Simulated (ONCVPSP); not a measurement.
## Before and after: ONCV potential for In (Z = 49)

ONCVPSP 4.0.1 input, shortened (lines: element, Z, core and valence counts, functional; n l f; lmax; l rc ep ncon nbas qcut; lloc lpopt rc5 dvloc0; l nproj debl; icmod fcfact rcfact), PBE, scalar-relativistic:

```
  In 49.00    6    5        4      upf
    1    0    2.00
    2    0    2.00
    2    1    6.00
    3    0    2.00
    3    1    6.00
    3    2   10.00
    4    0    2.00
    4    1    6.00
    4    2   10.00
    5    0    2.00
    5    1    1.00
    2
    0    1.60    0.00    4    9    8.20
    1    1.50    0.00    3    7   11.20
    2    1.00    0.00    4    9   10.30
    4    5    0.90    0.00
    0    2    2.60
    1    2    3.50
    2    3    2.60
    0    0.00    0.00
```

All-electron outer shells of the reference configuration (PBE, scalar-relativistic, ld1.x):

```tsv
shell	level (eV)	outermost node (bohr)	outermost maximum (bohr)
3p	-649.14	0.14	0.31
3d	-432.71	–	0.26
4s	-119.66	0.41	0.77
4p	-78.13	0.42	0.82
4d	-18.62	0.40	0.94
5s	-8.21	1.02	2.16
5p	-2.52	1.14	2.85
```

Change: functional PBEsol.

Cutoffs: the cutoffs (Ha) at which the residual kinetic energy of the hardest occupied pseudo-wave falls to 1 and 0.1 mHa per electron; they do not see the model core or the augmentation charge, which bear on the density cutoff. Errors are all-electron minus pseudo energies relative to the spin-unpolarised reference configuration.

Task: Predict the effect on cutoff, ghosts and configuration errors.

Result: The potential gets neither clearly harder nor softer (42 Ha and 51 Ha → 43 Ha and 51 Ha); both files keep a bound ghost (d); the errors of the 3 common tests hardly move.

```tsv
quantity	base	changed
cutoff, loose	42 Ha	43 Ha
cutoff, tight	51 Ha	51 Ha
loose cutoff by channel	s 21 Ha, p 31 Ha, d 42 Ha	s 21 Ha, p 30 Ha, d 43 Ha
bound ghosts	d	d
GHOST(+) flags under 300 eV	s at 129.1 eV	s at 128.8 eV
tests with a reliable result	3 of 4	3 of 4
error for 4s2 4p6 4d10 5s2 5p0, meV [ΔE 5.36 eV]	-1.0	-1.1
error for 4s2 4p6 4d10 5s1 5p0, meV [ΔE 24.60 → 24.64 eV]	-5.2	-5.3
error for 4s2 4p5 4d10 5s2 5p1, meV [ΔE 85.61 → 85.51 eV]	-77	-76
s: phases at 1.62 bohr within 0.05 rad from the reference energy up to (Ha; the scan ends near 5)	4.0	4.0
p: phases at 1.52 bohr within 0.05 rad from the reference energy up to (Ha; the scan ends near 5)	to the end of the scan	to the end of the scan
d: phases at 1.02 bohr within 0.05 rad from the reference energy up to (Ha; the scan ends near 5)	to the end of the scan	to the end of the scan
```

 A true bound ghost makes a file unfit for plane-wave use even where its test errors are small: the radial tests pick states by their node count and pass the ghost by.
